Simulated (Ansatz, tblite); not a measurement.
Removing and adding an electron: the cluster MgB6 (the lowest singlet isomer of a short search). The state is a singlet with charge 0. Geometry: PBE0-D4/def2-SVP. Ansatz, gas phase; energy differences of separate SCF runs; the oxidised species was run as a doublet alone; the reduced species was run as a doublet alone.

```tsv
atom	x (Å)	y (Å)	z (Å)
Mg1	-2.260	-1.937	-0.703
B2	0.936	0.939	-1.051
B3	-0.519	-1.546	0.434
B4	-0.391	-0.186	1.149
B5	1.478	1.998	-0.098
B6	0.244	-0.371	-0.453
B7	0.512	1.102	0.723
```

The xTB rows come from tblite. The structure comes from a short search, and lower isomers may exist.

```
                 level  −HOMO (eV)  vertical IE (eV)  −LUMO (eV)  vertical EA (eV)  HOMO–LUMO gap (eV)  IE − EA (eV)                                                                              remarks
              GFN1-xTB        9.58             12.34        8.36              5.73                1.22          6.61                                                                                    –
              GFN2-xTB        5.60              9.14        4.51              1.12                1.09          8.02                                                                                    –
      PBE-D4/def2-TZVP        4.86              7.06        4.28                 –                0.58             –                                              restricted SCF unstable in HF (singlet)
     PBE-D4/def2-TZVPD        4.86                 –        4.28              2.34                0.58             –                                              restricted SCF unstable in HF (singlet)
     PBE0-D4/def2-TZVP        5.49              6.88        3.72                 –                1.77             –  restricted SCF unstable in HF (singlet), spin-contaminated (⟨S²⟩ 0.89) (+1 doublet)
CAM-B3LYP-D4/def2-TZVP        6.40              6.80        2.89                 –                3.51             –  restricted SCF unstable in HF (singlet), spin-contaminated (⟨S²⟩ 0.89) (+1 doublet)
```

Run but left out: PBE0-D4/def2-TZVPD, CAM-B3LYP-D4/def2-TZVPD (charge -1 doublet: ⟨S²⟩ 1.09 to 1.16, where a pure state has 0.75).   Raw xTB energy differences between charge states are shifted by several eV; the methods need an empirical correction for them.
